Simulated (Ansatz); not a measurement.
`Cl[SiH](Cl)[GeH3]` + NH₃ → `N[SiH](Cl)Cl` + GeH₄ at 400 K and 1 bar (cleavage of the Si–Ge bond).

Program: Ansatz. Geometries: PBE0-D4/def2-TZVP. ΔE: electronic, gas phase. CCSD(T)/CBS is the MP2 limit (def2-TZVPP, def2-QZVPP) plus CCSD(T) − MP2 in def2-TZVPP, frozen cores. This one scheme is used for every species. For Ge outer-core shells are correlated without core-valence functions, which leaves a few kJ/mol of doubt a bond. Scalar relativity is left out up to krypton. One conformer a species, not always the lowest.

```
            species  CCSD(T)/CBS energy (Eh)  H − E (kJ/mol)  S (J/(mol·K))
`Cl[SiH](Cl)[GeH3]`              -3287.25008           127.0          402.0
                NH₃                -56.50880           104.2          203.1
     `N[SiH](Cl)Cl`              -1265.28357           128.9          357.1
               GeH₄              -2078.49493            93.6          231.8
```

H − E and S are ideal-gas, rigid-rotor, harmonic terms from PBE0-D4/def2-TZVP, for one conformer and one mirror image of each species. 1 Eh = 2625.50 kJ/mol, R = 8.31446 J/(mol·K).

Q: By hand: ΔE, ΔH, ΔS and ΔG.

A: ΔE = (-1265.28357) + (-2078.49493) − (-3287.25008) − (-56.50880) = -0.01962 Eh = -51.5 kJ/mol. Δ(H − E) = 128.9 + 93.6 − 127.0 − 104.2 = -8.7, so ΔH = -60.2 kJ/mol. ΔS = 357.1 + 231.8 − 402.0 − 203.1 = -16.2 J/(mol·K). ΔG = -60.2 − 400 × (-16.2)/1000 = -53.7 kJ/mol.

Q: By hand: the equilibrium constant, and the temperature at which ΔG would vanish if ΔH and ΔS stayed fixed.

A: log₁₀ K = −ΔG/(RT ln 10) = 7.0. ΔG = 0 at ΔH/ΔS = 3716 K, far beyond where these terms or the molecules hold.

ΔH outweighs TΔS. A doubt of 5 kJ/mol in ΔE shifts log₁₀ K by 0.7 here. Other conformers and mirror images would add mixing entropy, several J/(mol·K) or more a flexible species. These are equilibria of isolated gas molecules and say nothing of rates. Largest T1 diagnostic: 0.012 (customary marks: 0.02 for closed shells, 0.045 for open ones).
